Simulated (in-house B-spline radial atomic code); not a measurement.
Results of a calculation; reference values are marked as such.
## Kr in an electron gas of r_s = 3.6: phase shifts, screening and friction

A nucleus sits in a uniform electron gas with a rigid positive background. The Kohn-Sham equations are solved self-consistently in the spin-unpolarised LDA (PW92), non-relativistic, on B-splines with outgoing waves at the boundary and partial waves to l = 8. The model has no lattice, no bands and no magnetic solution. Atomic units; δ_l are the phase shifts at the Fermi level, counted so that each bound state adds π, and good to about 0.0005.

The density parameter is r_s = 3.6 bohr.

| l | δ_l (rad) |
| --- | --- |
| 0 | 11.9555 |
| 1 | 9.1800 |
| 2 | 3.4081 |
| 3 | 0.0049 |
| 4 | -0.0022 |
| 5 | 0.0000 |
| 6 | -0.0001 |
| 7 | 0.0001 |
| 8 | 0.0000 |

Bound levels below the band bottom (hartree): s -9.185, p -6.956, d -2.944, s -0.6983, p -0.226 and deeper ones.

Question: Check the Friedel sum rule, and say where the screening charge sits.

Answer: k_F = (9π/4)^(1/3)/r_s = 0.53310. The rule is Z = (2/π) Σ (2l + 1) δ_l. The terms are s 7.611, p 17.533, d 10.848, f 0.022 and -0.012 beyond, in all 36.001 against Z = 36. Bound states hold 8 s, 18 p, 10 d electrons, so the scattering states carry 0.00 in all; where a term is smaller than its bound count, the bound level has drawn weight out of the band.

Question: Find the transport cross section and the electronic stopping of a 2 keV Kr ion (mass 83.8 u).

Answer: σ_tr = (4π/k_F²) Σ (l + 1) sin²(δ_l − δ_(l+1)). The terms for l = 0 to 3 are 0.1281, 0.4788, 0.2007, 0.0002, all together 0.8079, so σ_tr = 44.217 × 0.8079 = 35.722 bohr². With n = 3/(4π r_s³) = 0.005117, the friction coefficient is Q = n k_F σ_tr = 0.0974. For v well below v_F = 0.533, dE/dx = Q v; with 24801 eV per u at v = 1, v = √(2000/(24801 × 83.8)) = 0.0310, so dE/dx = 0.00302 hartree/bohr = 1.55 eV/nm. The largest term couples the p and d waves.
